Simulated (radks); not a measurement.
Results of a calculation; reference values are marked as such.
Question: Species: Cs II. Configuration: [Xe]. Code: a radial shooting solver on a logarithmic mesh with Libxc functionals. Model: Dirac Kohn-Sham, PBE, spin-unpolarised, spherical densities, finite nucleus; Fermi nuclear charge, rms radius 4.8041 fm. Some entries of the table are withheld. Estimate them.

orbital  occ.  eigenvalue (eV)  <1/r> (bohr^-1)
1s1/2       2        -35773.74            59.40
2s1/2       2        -5613.889            13.92
2p1/2       2        -5281.818            13.90
2p3/2       4        -4929.553            12.73
3s1/2       2        -1171.275            4.989
3p1/2       2        -1032.534            4.901
3p3/2       4        -965.0261            4.611
3d3/2       4        -721.2212            4.470
3d5/2       6        -706.8898            4.396
4s1/2       2        -225.2683              (1)
4p1/2       2        -175.4772            1.927
4p3/2       4        -161.7085            1.833
4d3/2       4              (2)            1.599
4d5/2       6              (3)            1.575
5s1/2       2         -31.8987           0.7571
5p1/2       2         -19.8039           0.6490
5p3/2       4         -18.1562           0.6166

Answer: 
(1) 4s1/2 <1/r> (bohr^-1): 2.034
(2) 4d3/2 eigenvalue (eV): -80.7534
(3) 4d5/2 eigenvalue (eV): -78.4686
